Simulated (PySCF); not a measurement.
BGeH6NO2, SMILES OB(O)[NH][GeH3]. Coordinates come from a PBE0-D3(BJ)/def2-SVP optimisation. The structure was generated by enumeration, and PubChem lists no compound with its InChIKey, so it may never have been made. Other conformers were not sampled.

Computed equilibrium geometry at PBE0-D3(BJ)/def2-SVP (PySCF confirms it by a frequency run) as a Z-matrix, and its point group (one conformer of several):
point group Cs.
```
N
H 1 1.0114
B 1 1.4217 2 120.83
O 3 1.3703 1 116.97 2 180.00
H 4 0.9611 3 111.59 1 180.00
O 3 1.3742 4 118.04 5 0.00
H 6 0.9597 3 113.86 4 180.00
Ge 1 1.8446 2 116.71 3 180.00
H 8 1.5376 1 110.74 2 -118.82
H 8 1.5376 9 110.05 1 122.76
H 8 1.5417 9 109.87 10 121.10
```
